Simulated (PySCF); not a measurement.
Sn(GeH3)(H)3 (GeH6Sn), SMILES [SnH3][GeH3].

Coordinates come from a PBE0-D3(BJ)/def2-TZVP optimisation. The def2 effective core potentials stand for the cores of Sn; spin–orbit coupling is left out.

Method: r2SCAN/def2-TZVPD (PySCF).

Symmetry labels are those of the subgroup Cs that the program uses (full group C3v).

Computed valence orbital energies around the gap with their symmetry:
| orbital | symmetry | energy (eV) |
|---|---|---|
| HOMO−7 | A" | -26.10 |
| HOMO−6 | A' | -14.61 |
| HOMO−5 | A' | -12.80 |
| HOMO−4 | A" | -8.91 |
| HOMO−3 | A' | -8.91 |
| HOMO−2 | A" | -8.13 |
| HOMO−1 | A' | -8.13 |
| HOMO | A' | -7.16 |
| LUMO | A' | -0.69 |
| LUMO+1 | A" | -0.19 |
| LUMO+2 | A' | -0.19 |
| LUMO+3 | A' | -0.15 |
